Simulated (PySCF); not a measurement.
# Correlation energy of Mn⁺ (manganese, charge +1)

[Ar] 3d5 4s1, high-spin 7S determinant. All numbers are calculated (PySCF 2.14, the non-relativistic Hamiltonian (point nucleus), in def2-TZVPPD). Frozen: [Ne]; 14 electrons correlated.

MP2 pair energies summed by pair of shells (mhartree):

| pair | energy | share (%) |
| --- | --- | --- |
| 3p-3d | -170.25 | 42.1 |
| 3p-3p | -76.87 | 19.0 |
| 3d-3d | -70.02 | 17.3 |
| 3s-3p | -30.99 | 7.7 |
| 3s-3d | -27.57 | 6.8 |
| 3d-4s | -12.97 | 3.2 |
| 3p-4s | -11.01 | 2.7 |
| 3s-3s | -4.16 | 1.0 |
| 3s-4s | -0.82 | 0.2 |

Total MP2 correlation energy: -404.66 mhartree.

Same-spin part -158.48 and opposite-spin part -246.18 mhartree; SCS-MP2 scales them by 1/3 and 6/5 to -348.25 mhartree.

This basis was not built for core-valence correlation, so the inner-shell part is incomplete.
